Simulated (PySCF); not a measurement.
Electron correlation in Se⁺ (selenium, charge +1)

[Ar] 3d10 4s1 4p4, high-spin 4P determinant (an excited configuration). Calculation: PySCF 2.14, in aug-cc-pVQZ-DK; the spin-free X2C one-electron Hamiltonian (Gaussian nucleus). Frozen: [Ar] 3d10; 5 electrons correlated.

| level | correlation energy (mhartree) |
| --- | --- |
| CCSD | -110.87 |
| (T) | -8.05 |
| CCSD(T) | -118.92 |

Diagnostics: T1 = 0.018, D1 = 0.0471, largest double amplitude 0.184.

Is a single reference adequate?

Not fully. A double-excitation amplitude exceeds 0.15, a sign of near-degeneracy.
